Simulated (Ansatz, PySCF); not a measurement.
C₃H₈O₂, SMILES C(C)(O)CO (connectivity only; charge and spin as stated), charge +1, multiplicity 2. Atoms are numbered in the order given.

```xyz
13

C      1.8304     0.1053     0.4343
C      0.5054     0.4889    -0.1278
O     -0.2473     1.3596     0.5282
C     -0.5215    -1.0836    -0.1860
O     -1.6333    -0.8366    -0.8359
H      2.4916     0.9878     0.3601
H      1.7706    -0.1880     1.4944
H      2.3003    -0.7040    -0.1396
H      0.4350     0.6596    -1.2130
H      0.0264     1.4604     1.4558
H      0.1734    -1.7035    -0.7674
H     -0.5838    -1.2878     0.8939
H     -2.3407    -0.4887    -0.2679
```
Charge +1, spin multiplicity 2.

Coordinates come from a PBE0-D3(BJ)/def2-SVP optimisation. The spin state was assumed, not searched. One conformer was computed; it need not be the lowest.

Two levels are set side by side: PBE-D3(BJ)/def2-SVP (Ansatz, a quantum-chemistry and plane-wave program) and PBE0-D3(BJ)/def2-SVP (Ansatz). Each level has its own optimised geometry; the coordinates shown are those of the second. Frequencies come from the Hessian of PySCF at each geometry. Differences are taken from unrounded values.

```tsv
quantity	PBE0-D3(BJ)
mean bond length (Å)	1.152
bond C1–C2 (Å)	1.490
bond C2–O3 (Å)	1.325
bond C4–O5 (Å)	1.311
bond C1–H6 (Å)	1.105
bond C1–H7 (Å)	1.102
bond C1–H8 (Å)	1.098
bond C2–H9 (Å)	1.101
bond O3–H10 (Å)	0.972
bond C4–H11 (Å)	1.098
bond C4–H12 (Å)	1.101
bond O5–H13 (Å)	0.972
highest harmonic wavenumber (cm⁻¹)	3784
mean harmonic wavenumber (cm⁻¹)	1496
zero-point energy (kcal/mol)	70.57
```

**Question.** What does PBE-D3(BJ) give, and how far is it from PBE0-D3(BJ)? (The exact figures need the calculation; the answer reports its results.)

**Answer.** 
| quantity | PBE-D3(BJ) | PBE-D3(BJ) minus PBE0-D3(BJ) |
|---|---|---|
| mean bond length (Å) | 1.164 | 0.012 |
| bond C1–C2 (Å) | 1.500 | 0.010 |
| bond C2–O3 (Å) | 1.348 | 0.023 |
| bond C4–O5 (Å) | 1.333 | 0.022 |
| bond C1–H6 (Å) | 1.113 | 0.008 |
| bond C1–H7 (Å) | 1.110 | 0.008 |
| bond C1–H8 (Å) | 1.106 | 0.008 |
| bond C2–H9 (Å) | 1.110 | 0.009 |
| bond O3–H10 (Å) | 0.985 | 0.012 |
| bond C4–H11 (Å) | 1.107 | 0.009 |
| bond C4–H12 (Å) | 1.110 | 0.009 |
| bond O5–H13 (Å) | 0.984 | 0.012 |
| highest harmonic wavenumber (cm⁻¹) | 3613 | -171 |
| mean harmonic wavenumber (cm⁻¹) | 1442 | -54 |
| zero-point energy (kcal/mol) | 68.03 | -2.54 |

Exact exchange shortens and stiffens bonds; PBE has none. Differences between two approximate levels are no errors against the true value.
